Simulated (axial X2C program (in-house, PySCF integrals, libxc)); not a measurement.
# Nuclear properties of SHfS²⁺

Calculated with an axial X2C code built on PySCF integrals: two-component X2C with atomic mean-field Coulomb and Gaunt terms, Gaussian nuclei, basis S dyall-av3z, Hf dyall-v3z with contracted cores.

S–Hf–S held linear, with bonds 2.263 and 2.263 Å (near the PBE0 minimum at charge 2 of the determinant lowest at the starting distance; the state shown can have its own minimum elsewhere, held linear; other orders of the atoms were not compared).

Input and command:
```json
{"zs": [16, 72, 16], "q": 2, "bas": ["dyall-av3z", "dyall-v3z", "dyall-av3z"], "r0": [2.22, 2.22], "symm": 1, "scan": ["PBE0", "HF", "TPSSh"], "levels": ["PBE0", "HF", "B3LYP"], "nst": 2}
```
```bash
python solin.py task.json out
```

Keys: zs atomic numbers; q charge; bas basis sets; r0 starting distance in Å; symm equal bonds; scan levels of the two-bond scan; levels methods; nst determinants followed.

Determinant lowest in the PBE0 search, Ω = 2 (⟨Sz⟩ = 1.00, ⟨Lz⟩ = 1.00 at PBE0), spin on the atoms S 0.59, Hf -0.18, S 0.59:

| level | A∥/gI S (MHz) | qzz S (a.u.) | A∥/gI Hf (MHz) | qzz Hf (a.u.) |
| --- | --- | --- | --- | --- |
| PBE0 | 162 | 0.24 | 160 | -9.79 |
| HF | 201 | 0.30 | 99.3 | -7.24 |
| B3LYP | 169 | 0.19 | 154 | -10.24 |

A∥ (defined per Ω) follows by multiplying with gI = μI/(I μN); qzz is the electric field gradient, eQq0 = 234.96 MHz × Q/barn × qzz. The operators were transformed with the bare-nucleus X2C matrices; with these basis sets, hyperfine constants and field gradients can be off by tens of per cent, and where levels differ in sign neither size nor sign is settled.

Problem. With gI(33S) = 0.4292, Q(33S) = -0.0694 barn, gI(177Hf) = 0.2267, Q(177Hf) = 3.365 barn (g factors from the IAEA table of nuclear moments by Stone; Q from Pyykkö, Mol. Phys. 2018), turn the PBE0 values of the first state into constants in MHz.

Solution. A∥(33S) = 162 × 0.4292 = 69.5 MHz; eQq0(33S) = 234.96 × (-0.0694) × (0.24) = -3.91 MHz; A∥(177Hf) = 160 × 0.2267 = 36.3 MHz; eQq0(177Hf) = 234.96 × (3.365) × (-9.79) = -7740 MHz.

The molecule was held linear; bending was not examined, so a bent shape may lie lower.

Each state is one determinant with collinear spin, which with several unpaired electrons need not be a pure state. Unrestricted Hartree–Fock can overshoot spin polarisation at the nuclei. With several open shells hyperfine constants can be off by a factor of several. Open-shell Ω = 0 determinants with evenly filled partner blocks cannot be reached by this program, so the Ω shown need not be the lowest component. At HF a later determinant lies lower. States lie within half an eV, so the first need not be the ground state. Further determinants of the search, some of them spin-mixed, are not shown.
